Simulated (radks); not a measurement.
Task: Charge is removed step by step from the 2p down level of neutral platinum, starting from [He] 2s2 2p(up 3, down 3) 3s2 3p6 3d10 4s2 4p6 4d10 4f14 5s2 5p6 5d9 6s1. Calculated with a radial shooting solver on a logarithmic mesh with Libxc functionals: scalar-relativistic Kohn-Sham, PBEsol, spin-polarised, spherical densities, finite nucleus; open shells are filled with parallel spins first (spin-orbit coupling, left out, can overturn this in heavy ions); Fermi nuclear charge, rms radius 5.427 fm. At the starting occupation the eigenvalue is -11938.1 eV. Estimate the energy to remove one whole electron from this level, the eigenvalue at the end, and how far E(n) bends from a straight line.

Result: Delta-SCF 12033.0 eV; final eigenvalue -12174.1 eV; the deviation from the straight line is -29.509 eV at 0.5 electron removed, the largest on the grid computed. Slater's transition state (half an electron removed) gives 12055.8 eV. Integrating minus the eigenvalue over the occupation (Janak's theorem) gives 12055.9 eV. In this scalar-relativistic scheme the density is built from large components alone, so the theorem holds only approximately. The mean slope of the eigenvalue, de/dn, is 236 eV per electron.
